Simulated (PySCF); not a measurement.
C₇H₅F₃.
Cartesian coordinates in Å at the GFN2-xTB level; atoms count from 1:
```
atom  x, y, z in Å
C1    -2.6195   -0.5123   -0.3363
C2    -1.3749   -0.0894   -0.1001
C3    -0.9684    1.1935    0.4708
C4     0.3722    1.2236    0.5418
C5     0.8868   -0.0387    0.0200
C6     2.3386   -0.3550   -0.0527
F7     2.9315   -0.3270    1.1570
F8     3.0187    0.5232   -0.8154
F9     2.5819   -1.5708   -0.5660
C10   -0.1390   -0.8241   -0.3631
H11   -2.8149   -1.4818   -0.7635
H12   -3.4743    0.1027   -0.1085
H13   -1.6565    1.9598    0.7700
H14    0.9997    2.0132    0.9096
H15   -0.0864   -1.8087   -0.7854
```

PySCF, density fitting, gas phase, GFN2-xTB geometry. The standard run uses grid level 2 after a coarse-grid start, the def2-universal JK fitting basis (with tight functions added where the orbital basis needs them), an energy threshold of 1e-9 Eh and DIIS. The changed runs have no coarse-grid stage.

Standard PBE0/pcSseg-1: E = -568.587460 Eh, HOMO -7.065 eV, LUMO -2.556 eV, dipole 3.758 D, 14 cycles (coarse-grid cycles included). What changes at PBE0/pcSseg-1 with: fitting basis def2-qzvpp-jkfit?

E = -568.587519 Eh (-0.059 mEh), HOMO -7.065 eV (0.000), LUMO -2.556 eV (0.000), dipole 3.758 D (0.000), 11 SCF cycles. Of the changed settings only the fitting basis enters the energy expression; the total energy moves by 0.04 kcal/mol.

The cycles:
```
cycle   1  E = -568.4407393179  dE =  1.860e+00  |g| = 9.079e-01  |ddm| = 3.984e+00
cycle   2  E = -568.2983899613  dE =  1.423e-01  |g| = 1.346e+00  |ddm| = 1.376e+00
cycle   3  E = -568.5849914445  dE = -2.866e-01  |g| = 9.976e-02  |ddm| = 8.363e-01
cycle   4  E = -568.5861355109  dE = -1.144e-03  |g| = 7.320e-02  |ddm| = 1.510e-01
cycle   5  E = -568.5874082681  dE = -1.273e-03  |g| = 2.061e-02  |ddm| = 7.640e-02
cycle   6  E = -568.5875105494  dE = -1.023e-04  |g| = 5.273e-03  |ddm| = 2.104e-02
cycle   7  E = -568.5875174376  dE = -6.888e-06  |g| = 2.115e-03  |ddm| = 6.475e-03
cycle   8  E = -568.5875185232  dE = -1.086e-06  |g| = 2.390e-04  |ddm| = 2.255e-03
cycle   9  E = -568.5875185330  dE = -9.771e-09  |g| = 1.172e-04  |ddm| = 2.778e-04
cycle  10  E = -568.5875185354  dE = -2.486e-09  |g| = 3.586e-05  |ddm| = 1.103e-04
cycle  11  E = -568.5875185356  dE = -1.235e-10  |g| = 2.262e-05  |ddm| = 4.293e-05
```
